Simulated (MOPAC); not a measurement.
Input file for MOPAC: PM3 on C2H8BN (SMILES CBNC).

```
PM3 1SCF PRECISE CHARGE=0 THREADS=1
C2H8BN

C     -1.61278337 1     0.30796119 1    -0.08555992 1
B     -0.60390676 1    -0.90672387 1    -0.08208359 1
N      0.77661627 1    -0.73503200 1     0.01381199 1
C      1.51898782 1     0.50887995 1     0.12084586 1
H     -1.52109903 1     0.91464569 1     0.82170663 1
H     -2.65154774 1    -0.01520549 1    -0.15672730 1
H     -1.42449952 1     0.98567368 1    -0.92527299 1
H     -0.98250725 1    -2.04031057 1    -0.16343338 1
H      1.36289423 1    -1.55504988 1     0.00907879 1
H      2.20956709 1     0.63568732 1    -0.71765506 1
H      2.09940065 1     0.54984337 1     1.04683094 1
H      0.82887761 1     1.34963061 1     0.11845804 1
```

Program output:

```
*******************************************************************************
 **                                                                           **
 **                              MOPAC v23.2.5                                **
 **                                                                           **
 *******************************************************************************
 ** MOPAC's Digital Object Identifier: https://doi.org/10.5281/zenodo.6511958 **
 **                                                                           **
 ** Please cite the open-source release paper for use of this MOPAC version:  **
 ** J. E. Moussa and J. J. P. Stewart (2026)                                  **
 ** MOPAC: An open-source semiempirical molecular orbital program             **
 ** J. Open Source Softw., 11(119), 8025, https://doi.org/10.21105/joss.08025 **
 *******************************************************************************

                              PM3 CALCULATION RESULTS

 *******************************************************************************
 *  PM3        - The PM3 Hamiltonian to be used
 *
 *
 *
 *                 CHARGE ON SYSTEM = 0
 *
 *
 *
 *  PRECISE    - TIGHTER CRITERIA TO BE USED
 *  1SCF       - DO 1 SCF AND THEN STOP
 *  THREADS=1  - MULTI-THREADING NOT USED
 *  T=         - A TIME OF 172800.0 SECONDS REQUESTED
 *  DUMP=N     - RESTART FILE WRITTEN EVERY 7200.0 SECONDS REQUESTED
 *******************************************************************************
PM3 1SCF PRECISE CHARGE=0 THREADS=1
 C2H8BN

   ATOM   CHEMICAL          X               Y               Z
  NUMBER   SYMBOL      (ANGSTROMS)     (ANGSTROMS)     (ANGSTROMS)

     1       C         -1.61278337  *   0.30796119  *  -0.08555992  *
     2       B         -0.60390676  *  -0.90672387  *  -0.08208359  *
     3       N          0.77661627  *  -0.73503200  *   0.01381199  *
     4       C          1.51898782  *   0.50887995  *   0.12084586  *
     5       H         -1.52109903  *   0.91464569  *   0.82170663  *
     6       H         -2.65154774  *  -0.01520549  *  -0.15672730  *
     7       H         -1.42449952  *   0.98567368  *  -0.92527299  *
     8       H         -0.98250725  *  -2.04031057  *  -0.16343338  *
     9       H          1.36289423  *  -1.55504988  *   0.00907879  *
    10       H          2.20956709  *   0.63568732  *  -0.71765506  *
    11       H          2.09940065  *   0.54984337  *   1.04683094  *
    12       H          0.82887761  *   1.34963061  *   0.11845804  *



          CARTESIAN COORDINATES

    NO.       ATOM           X           Y           Z

     1         C         -1.6128      0.3080     -0.0856
     2         B         -0.6039     -0.9067     -0.0821
     3         N          0.7766     -0.7350      0.0138
     4         C          1.5190      0.5089      0.1208
     5         H         -1.5211      0.9146      0.8217
     6         H         -2.6515     -0.0152     -0.1567
     7         H         -1.4245      0.9857     -0.9253
     8         H         -0.9825     -2.0403     -0.1634
     9         H          1.3629     -1.5550      0.0091
    10         H          2.2096      0.6357     -0.7177
    11         H          2.0994      0.5498      1.0468
    12         H          0.8289      1.3496      0.1185

  H: (PM3): J. J. P. STEWART, J. COMP. CHEM. 10, 209 (1989).
  B: (PM3): J. J. P. STEWART, J. MOL. MOD., 10, 155-164 (2004)
  C: (PM3): J. J. P. STEWART, J. COMP. CHEM. 10, 209 (1989).
  N: (PM3): J. J. P. STEWART, J. COMP. CHEM. 10, 209 (1989).

           Empirical Formula: C2 H8 N B  =    12 atoms



      MOLECULAR POINT GROUP   :   Cs


      RHF CALCULATION, NO. OF DOUBLY OCCUPIED LEVELS = 12


 -------------------------------------------------------------------------------
 PM3 1SCF PRECISE CHARGE=0 THREADS=1
 C2H8BN



     1SCF WAS SPECIFIED, SO BFGS WAS NOT USED
     SCF FIELD WAS ACHIEVED


                              PM3 CALCULATION
                                                       MOPAC v23.2.5 Linux




          FINAL HEAT OF FORMATION =        -29.14000 KCAL/MOL =    -121.92177 KJ/MOL


          COSMO AREA              =        110.28 SQUARE ANGSTROMS
          COSMO VOLUME            =         94.73 CUBIC ANGSTROMS

          IONIZATION POTENTIAL    =         10.240412 EV
          HOMO LUMO ENERGIES (EV) =        -10.240  1.865
          NO. OF FILLED LEVELS    =         12
          MOLECULAR WEIGHT        =         56.9019         POINT GROUP:  Cs

          MOLECULAR DIMENSIONS (Angstroms)

            Atom       Atom       Distance
            H    10    H     6     4.93647
            H     8    H     7     3.15116
            H    11    H     7     2.06280


          SCF CALCULATIONS        =          1





   ATOM   CHEMICAL          X               Y               Z
  NUMBER   SYMBOL      (ANGSTROMS)     (ANGSTROMS)     (ANGSTROMS)

     1       C         -1.61278337  *   0.30796119  *  -0.08555992  *
     2       B         -0.60390676  *  -0.90672387  *  -0.08208359  *
     3       N          0.77661627  *  -0.73503200  *   0.01381199  *
     4       C          1.51898782  *   0.50887995  *   0.12084586  *
     5       H         -1.52109903  *   0.91464569  *   0.82170663  *
     6       H         -2.65154774  *  -0.01520549  *  -0.15672730  *
     7       H         -1.42449952  *   0.98567368  *  -0.92527299  *
     8       H         -0.98250725  *  -2.04031057  *  -0.16343338  *
     9       H          1.36289423  *  -1.55504988  *   0.00907879  *
    10       H          2.20956709  *   0.63568732  *  -0.71765506  *
    11       H          2.09940065  *   0.54984337  *   1.04683094  *
    12       H          0.82887761  *   1.34963061  *   0.11845804  *

                             CARTESIAN COORDINATES

   1    C       -1.612783370     0.307961190    -0.085559920
   2    B       -0.603906760    -0.906723870    -0.082083590
   3    N        0.776616270    -0.735032000     0.013811990
   4    C        1.518987820     0.508879950     0.120845860
   5    H       -1.521099030     0.914645690     0.821706630
   6    H       -2.651547740    -0.015205490    -0.156727300
   7    H       -1.424499520     0.985673680    -0.925272990
   8    H       -0.982507250    -2.040310570    -0.163433380
   9    H        1.362894230    -1.555049880     0.009078790
  10    H        2.209567090     0.635687320    -0.717655060
  11    H        2.099400650     0.549843370     1.046830940
  12    H        0.828877610     1.349630610     0.118458040


           Empirical Formula: C2 H8 N B  =    12 atoms



      MOLECULAR POINT GROUP   :   Cs


                  EIGENVALUES
 -34.71233 -29.41034 -24.71370 -17.94489 -17.36709 -15.26659 -14.86980 -13.43422
 -13.26546 -12.34322 -11.35682 -10.24041   1.86469   2.34300   3.40028   3.84685
   3.87277   4.21547   4.60317   5.04684   5.07722   5.40495   5.90391   6.23490


              NET ATOMIC CHARGES AND DIPOLE CONTRIBUTIONS

  ATOM NO.   TYPE          CHARGE      No. of ELECS.   s-Pop       p-Pop
    1          C          -0.135772        4.1358     1.10701     3.02876
    2          B          -0.356702        3.3567     1.01668     2.34002
    3          N           0.291158        4.7088     1.24627     3.46257
    4          C          -0.160202        4.1602     1.15148     3.00872
    5          H           0.046991        0.9530     0.95301
    6          H           0.052483        0.9475     0.94752
    7          H           0.047365        0.9526     0.95264
    8          H           0.027588        0.9724     0.97241
    9          H           0.028998        0.9710     0.97100
   10          H           0.044334        0.9557     0.95567
   11          H           0.044367        0.9556     0.95563
   12          H           0.069393        0.9306     0.93061
 DIPOLE           X         Y         Z       TOTAL
 POINT-CHG.     1.922     0.575     0.148     2.011
 HYBRID         0.519     0.271     0.043     0.587
 SUM            2.440     0.846     0.190     2.590


          ATOMIC ORBITAL ELECTRON POPULATIONS

     Atom    s        px        py        pz
    1  C   1.10701   1.02558   1.00863   0.99455
    2  B   1.01668   0.82594   0.94960   0.56449
    3  N   1.24627   1.04633   0.94125   1.47499
    4  C   1.15148   1.00813   0.98644   1.01416
    5  H   0.95301
    6  H   0.94752
    7  H   0.95264
    8  H   0.97241
    9  H   0.97100
   10  H   0.95567
   11  H   0.95563
   12  H   0.93061

 **********************
 *                    *
 * JOB ENDED NORMALLY *
 *                    *
 **********************




 == MOPAC DONE ==
```

The run finished.

Cost: around 0.020 core-seconds (rough).
